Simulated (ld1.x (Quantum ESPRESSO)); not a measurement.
**Cutoff test, Ga (Z = 31), RRKJ**

- Element: gallium (Ga)
- Generator: ld1.x (Quantum ESPRESSO) 7.5
- Type: norm-conserving RRKJ (Kleinman–Bylander form)
- Functional: PBE
- Relativity: fully relativistic
- Frozen core: [Ar] 3d10
- Valence charge: 3
- Reference configuration: 4s1.75 4p1.25
- Partial waves: 4p (bound): rc 2.70 bohr; 4d channel at 0.35 Ry: rc 2.90 bohr; 4s (bound): rc 1.35 bohr
- Local potential: the s channel
- Core correction: none

Open shells are filled in proportion to 2j + 1 (rel_dist='average').

The pseudo-atom Hamiltonian at the reference potential is diagonalised in spherical Bessel functions j_l(qr) that vanish at 20 bohr, with q² up to the cutoff. All-electron valence levels (Ry): 4p1/2 -0.2105, 4p3/2 -0.2017, 4s -0.6791.

How do the lowest levels (Ry) of each channel move with the cutoff, and are there ghosts?

```csv
cutoff (Ry),p1/2 #1,p1/2 #2,p3/2 #1,p3/2 #2,d3/2 #1,d3/2 #2,d5/2 #1,d5/2 #2,s #1,f #1,Σ f·Δε (mRy)
8,-0.2162,0.0205,-0.1936,0.0242,0.0472,0.1333,0.0472,0.1335,-0.6158,0.1018,119.8
18,-6.3718,-0.2105,-0.2016,0.0230,0.0471,0.1333,0.0472,0.1334,-0.6302,0.1018,85.5
30,-8.3171,-0.2105,-0.2017,0.0230,0.0471,0.1333,0.0472,0.1334,-0.6602,0.1018,33.1
50,-22.7646,-0.2105,-0.2017,0.0230,0.0471,0.1333,0.0472,0.1334,-0.6760,0.1018,5.5
70,-25.9761,-0.2105,-0.2017,0.0230,0.0471,0.1333,0.0472,0.1334,-0.6776,0.1018,2.6
110,-28.6237,-0.2105,-0.2017,0.0230,0.0471,0.1333,0.0472,0.1334,-0.6786,0.1018,0.9
400,-29.3159,-0.2105,-0.2017,0.0230,0.0471,0.1333,0.0472,0.1334,-0.6791,0.1018,0.0
```

Result: ghost state, extra bound levels that the all-electron valence spectrum of the same l lacks: p1/2 at -398.9 eV (a true bound ghost makes a file unfit for plane-wave use); 10 mRy is reached at 40 Ry and 1 mRy at 90 Ry.
